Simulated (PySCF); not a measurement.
GaF, SMILES [F][Ga] (connectivity only; charge and spin as stated), neutral, multiplicity 1. Atoms are numbered in the order given.

```xyz
2

Ga     0.0000     0.0000    -0.4056
F      0.0000     0.0000     1.3971
```
Charge 0, spin multiplicity 1.

Geometry: B3LYP-D3(BJ)/def2-TZVPD.

Computed with TDA-B3LYP/def2-TZVPD (PySCF).

Vertical excitations; the highest root listed may be one member of a degenerate set. 

```
state  energy (eV)  λ (nm)      f                                                               main pairs
-----  -----------  ------  -----  -----------------------------------------------------------------------
S1            5.88     211  0.304                                               HOMO→LUMO (degenerate set)
S2            5.88     211  0.304                                             HOMO→LUMO+1 (degenerate set)
S3            7.12     174  0.000                                     HOMO−2→LUMO+1 50 %, HOMO−1→LUMO 50 %
S4            7.19     172  0.000                              HOMO−1→LUMO, HOMO−2→LUMO+1 (degenerate set)
S5            7.19     172  0.000                              HOMO−2→LUMO, HOMO−1→LUMO+1 (degenerate set)
S6            7.33     169  0.290                                                         HOMO→LUMO+2 76 %
S7            7.76     160  0.015                                                         HOMO→LUMO+3 97 %
S8            8.45     147  0.444  HOMO−1→LUMO+1 34 %, HOMO−2→LUMO 34 %, HOMO→LUMO+2 18 %, HOMO→LUMO+9 7 %
S9            8.78     141  0.000                                             HOMO→LUMO+5 (degenerate set)
S10           8.78     141  0.000                                             HOMO→LUMO+4 (degenerate set)
T1            4.03     307      0                                             HOMO→LUMO+1 (degenerate set)
T2            4.03     307      0                                               HOMO→LUMO (degenerate set)
T3            6.28     197      0                                                         HOMO→LUMO+2 96 %
T4            6.81     182      0                                     HOMO−1→LUMO+1 49 %, HOMO−2→LUMO 49 %
```
Triplets are in the Tamm–Dancoff approximation.
